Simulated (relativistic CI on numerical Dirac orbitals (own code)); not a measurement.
**Rh3+ (4d6) in a crystal field**

Calculated by Dirac-Coulomb-Breit CI, orbitals from a KLI potential per configuration, model QED (radiative potential, 1s self-energy scaled to tabulated hydrogen-like ionisation energies), valence Slater integrals scaled by 0.65, one configuration in a parametric crystal field (own radial code).

Field parameters in Wybourne normalisation: D3d B²₀ = −7Dσ, B⁴₀ = −14Dq − 21Dτ, B⁴₃ = −14√(10/7) Dq. The field is a parameter set, without covalency.

S is read from ⟨S²⟩ = S(S + 1).

Levels (cm⁻¹, degeneracy): 0 (1), 14386 (2), 14514 (2), 14653 (1), 14976 (1), 15535 (2), 16218 (1), 18345 (2), 18790 (1), 19178 (2), 19821 (1), 19944 (2).

(1) Which field gives this pattern?
A. D3d, 10Dq = 22400, Dσ = -180, Dτ = -90 cm⁻¹
B. D3d, 10Dq = 39650, Dσ = -320, Dτ = -500 cm⁻¹
C. D3d, 10Dq = 16550, Dσ = 690, Dτ = 200 cm⁻¹

Results:

(1) A. D3d, 10Dq = 22400, Dσ = -180, Dτ = -90 cm⁻¹, ground level with S = 0.07.
